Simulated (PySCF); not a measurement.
Vibration and rotation of BAu

RHF-CCSD(T) constants of BAu, singlet, closed shell (basis B x2c-TZVPPall, Au x2c-TZVPPall; spin-free X2C with a Gaussian nucleus; PySCF 2.14; masses 11.0093 and 196.9666 u):

* ωe: 682.6 cm⁻¹
* ωexe: 4.2 cm⁻¹
* Be: 0.44321 cm⁻¹
* αe: 0.00371 cm⁻¹
* D (centrifugal): 7.47e-07 cm⁻¹
* De to B + Au (5d10 6s1): 3.69 eV

Question: Give the vibrational terms G(v) and spacings up to v = 6.

Answer: G(v) = ωe(v+½) − ωexe(v+½)².

| v | G(v) (cm⁻¹) | G(v) − G(v−1) | Bv (cm⁻¹) |
| --- | --- | --- | --- |
| 0 | 340 |  | 0.4414 |
| 1 | 1014 | 674 | 0.4376 |
| 2 | 1680 | 666 | 0.4339 |
| 3 | 2338 | 657 | 0.4302 |
| 4 | 2987 | 649 | 0.4265 |
| 5 | 3627 | 641 | 0.4228 |
| 6 | 4259 | 632 | 0.4191 |

Question: How well does the Morse estimate ωe²/(4ωexe) reproduce De, and what is D0?

Answer: It gives 3.44 eV, 93 % of the computed De. D0 = De − G(0) = 3.69 − 0.04 = 3.65 eV.

Correlated steps freeze 24 core orbitals. Spin–orbit coupling is left out, which matters for elements this heavy, above all for dissociation energies. Where the molecule has an RHF reference, its open-shell atoms are computed with UHF. The CCSD T1 diagnostic is raised, a sign that a single reference may not be enough here.
